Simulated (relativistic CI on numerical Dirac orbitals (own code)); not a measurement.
# Ce⁵²⁺: sensitivity of the levels to the model

Base calculation: Dirac-Coulomb-Breit CI, KLI orbitals optimised for each configuration, a model potential for QED, unscaled Slater integrals.

Configurations in the expansion (outside the closed core 1s2): 2s²2p², 2s2p³, 2p⁴, 2p³3s, 2p³3p, 2p³3d, 2s²2p3s, 2s²2p3p, 2s²2p3d, 2s2p²3s, 2s2p²3p, 2s2p²3d, 2s²2p4s, 2s²2p4p, 2s²2p4d, 2s²2p4f. Levels of other configurations are missing.

Variants: (1) P86 correlation estimate; (2) QED terms removed; (3) configuration mixing switched off. Shifts of the energy above 2s²2p² ³P0, in eV, for the lowest level and the first level of each name with at least 55 % of one term (blank where a level changes its place among those of its configuration and J or its character, or is not in the variant):

```
       Level     Base   Δ(1)    Δ(2)    Δ(3)
  2s²2p² ³P0     0.00   0.00    0.00    0.00
  2s²2p² ³P1   461.26   0.00   -0.77   -1.36
  2s²2p² ¹D2   477.95   0.00   -0.77   -1.35
  2s²2p² ³P2   953.41   0.00   -1.39   +1.70
  2s²2p² ¹S0   998.20   0.00   -1.36   +4.84
  2s2p³ ³D°3  1147.83  +0.17   +6.42   -3.14
  2s2p³ ³P°0  1189.66  +0.17   +6.43   -3.37
  2s2p³ ¹D°2  1216.93  +0.17   +6.44   -2.73
  2s2p³ ³P°1  1220.06  +0.17   +6.44   -3.12
     2p⁴ ³P2  1438.34  +0.23  +14.24   -7.69
     2p⁴ ¹S0  1487.06  +0.22  +14.22  -10.68
     2p⁴ ³P1  1909.98  +0.23  +13.62   -4.76
     2p⁴ ¹D2  1927.43  +0.23  +13.63   -4.53
     2p⁴ ³P0  2423.69  +0.23  +12.87   -6.62
2s²2p3s ³P°0  5925.57  +1.29   -2.18   +2.20
2s²2p3s ³P°1  5928.64  +1.29   -2.19   +1.78
 2s²2p3p ³D1  5987.96  +1.42   +0.09   +1.39
 2s²2p3p ³P0  6021.30  +1.42   +0.13   +1.99
 2s2p²3s ³P0  6140.07  +1.38   +5.72   -3.73
2s²2p3d ³F°2  6191.87  +1.09   +0.17   +0.13
2s²2p3s ³P°2  6415.06  +1.29   -2.76   +5.57
2s²2p3s ¹P°1  6421.78  +1.29   -2.77   +5.52
```

At this charge energies of transitions that change n are usually good to better than 1 %, and those within a shell (Δn = 0) to a few per cent.

Ionisation energy from the two ground configurations alone: base 10541.9 eV. The NIST ASD value (theoretical) is 10542 eV.

LS names give the leading component of a level, which can be under half, so a name can repeat, a term be missing and a line seem to break the LS rules.
